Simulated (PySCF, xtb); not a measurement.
In(CF3)(OH)2 (CH2F3InO2), SMILES [In]([C](F)(F)F)([OH])[OH].

GFN2-xTB run with xtb at its own geometry gives an orbital gap of 3.13 eV and a dipole moment of 1.90 D.

The structure is a stationary point at PBE-D3(BJ)/def2-SVP. The structure was generated by enumeration; whether it is a known compound was not checked. The def2 effective core potentials stand for the cores of In; spin–orbit coupling is left out. One conformer was computed; it need not be the lowest.

Task: What does PBE/def2-TZVP (PySCF) give? (Estimate from the structure and the level; the computed values follow.)

Result: gap 4.06 eV (levels -6.99 and -2.93 eV), dipole 1.43 D.
